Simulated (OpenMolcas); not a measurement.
An atom or ion with 12 electrons was computed by SS-RASPT2, IPEA 0.25 Eh, imaginary shift 0.1 Eh with spin-orbit coupling (OpenMolcas, ANO-RCC-VTZP, DKH2). The lowest levels that the run gave, each within 12 % of the measured value where one is at hand:

```csv
J,Parity,E (cm⁻¹),g
0,even,0.0,
0,odd,67039,
1,odd,67238,1.501
2,odd,67641,1.501
1,odd,106154,1.000
2,even,157674,1.000
0,even,164692,
1,even,164896,1.501
2,even,165293,1.501
```

Problem. Which ion is it, and what are the configurations and terms?

Solution. P3+ (Z = 15, charge +3; active space 2 electrons in 9 orbitals (RAS2 3s 3p; RAS3 3d, at most 2 electrons)). J, parity and g give the terms where levels are pure, and mixed ones are named by the computed weights; the size of the splittings, set against known spectra of the 12-electron sequence, gives the charge. In order, with the measured energies in cm⁻¹ (Martin, Zalubas and Musgrove, J. Phys. Chem. Ref. Data 14, 751 (1985)): 3s² ¹S₀, 3s 3p ³P°₀ (67918), 3s 3p ³P°₁ (68146), 3s 3p ³P°₂ (68615), 3s 3p ¹P°₁, 3p² ¹D₂ (158142), 3p² ³P₀ (164941), 3p² ³P₁ (165185), 3p² ³P₂ (165654).

Active for correlation alone: 3d; no level in the range computed is led by a configuration that fills it, so any true level of that kind is missing. Some terms mix strongly with configurations of 3d, whose occupation reaches 0.27 (3p² ¹D). Measured partners are found by configuration, term and J. A level has none where our copy of the source lacks it or the pairing is in doubt (some pairs that miss far off the trend of their configuration count as doubtful), and it then counts in no deviation. Levels of configurations outside the active space are missing.

° marks odd parity.
